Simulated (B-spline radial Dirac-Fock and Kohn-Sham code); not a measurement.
# Relativistic shifts of the levels of Te³³⁺

System: the Te³³⁺ ion, configuration [Ar] 3d1.

Both columns are ΔSCF binding energies of the configuration average from a radial finite-basis atomic code: non-relativistic Hartree-Fock with a point nucleus, and Dirac-Fock with a finite nucleus and the Coulomb interaction alone, averaged over the two j levels with weights 2j+1.

```csv
shell,Hartree-Fock (eV),Dirac-Fock (eV),shift (eV),shift (%)
1s,32427.4,33659.8,+1232.35,+3.80
2s,6325.0,6642.7,+317.70,+5.02
2p,6036.3,6137.2,+100.84,+1.67
3s,2335.3,2422.4,+87.09,+3.73
3p,2216.2,2250.4,+34.13,+1.54
3d,2058.5,2057.8,-0.68,-0.03
```

Relativity binds 1s, 2s, 2p, 3s, 3p more strongly, among those listed most of all 2s in relative terms, and 3d more weakly, because the contracted s and p shells screen the nucleus better.

Values without a named source are computed, but for edge energies of neutral atoms, which are taken from tables.
